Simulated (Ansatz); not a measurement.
# Strength of the Si–C bond: SiH(CH3)2(CN) → SiH(CH3)2 + CN

Species: SiH(CH3)2(CN), singlet; SiH(CH3)2, doublet; CN, doublet. 

Shapes, held fixed at every level: PBE0-D4/def2-TZVP. Programs: Ansatz 0.2.0. The zero-point and thermal change to 298 K, harmonic and unscaled (PBE0-D4/def2-TZVP), is -10.6 kJ/mol.

Task: Estimate ΔH(298 K) of this reaction.

Result: B2PLYP/def2-TZVPP gives ΔH(298 K) = +528.5 kJ/mol; the levels span +511.9 to +565.4. The median of the levels is +527.7. No measured value is set beside it here. Spin contamination: CN (⟨S²⟩ up to 1.11). Open shells run unrestricted unless RO is named. Times are processor times on shared x86 and Arm servers, and rough.

| level | kind | ΔH(298 K) (kJ/mol) | CPU time (sum over the molecules) |
| --- | --- | --- | --- |
| SPW92/def2-TZVPP | LDA | +565.4 | 11 s |
| PBE-D4/def2-TZVPP | GGA | +511.9 | 19 s |
| PBE0/def2-SVP | global hybrid | +524.7 | 43 s |
| B3LYP-D4/def2-TZVPP | global hybrid | +527.7 | 29 s |
| r2SCAN0-D4/def2-TZVPP | global hybrid | +522.8 | 34 s |
| wB97X-V/def2-TZVPP | range-separated hybrid | +554.3 | 56 s |
| B2PLYP/def2-TZVPP | double hybrid | +528.5 | 36 s |
